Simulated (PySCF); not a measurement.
# Computed records: AlClF2H

All values are calculated (PySCF 2.14.0). Calculation on a computer-drawn molecule: optimised geometry and harmonic frequencies of an isolated molecule of the commonest isotopes, restricted reference for singlets and unrestricted otherwise, frozen core in MP2.

Entry: AlClF2H

Start structure:
```xyz
5
AlClF2H
F      1.2314    -1.8369    -1.7764
Al    -0.0589    -1.4351    -0.7778
F     -0.4956     0.1634    -1.0565
Cl     0.6686    -1.5670     1.3339
H     -1.2941    -2.4275    -0.9833
```

- charge: -1
- multiplicity: 1
- method: MP2
- basis: aug-cc-pV(D+d)Z
- rotational constants: 5.832, 2.943, 2.161 GHz
- total energy: -901.8683 hartree
- convergence status largest gradient component: 1.891e-05 hartree/bohr

Drawn bonds:
```
atom  other atom  order
   1           2      1
   2           3      1
   2           4      1
   2           5      1
```

Optimised structure:
```xyz
5
AlClF2H
F      1.2528    -1.8537    -1.7913
Al    -0.0609    -1.4388    -0.7722
F     -0.5117     0.1900    -1.0558
Cl     0.6667    -1.5704     1.3388
H     -1.2956    -2.4302    -0.9796
```

Modes:
```
frequency (cm⁻¹)  reduced mass (dalton)
           169.9                  17.96
           206.8                  14.77
           286.5                  17.95
           407.8                  12.37
             660                   2.47
           674.4                  1.292
           694.5                  1.847
           759.5                  5.085
            1867                   1.04
```
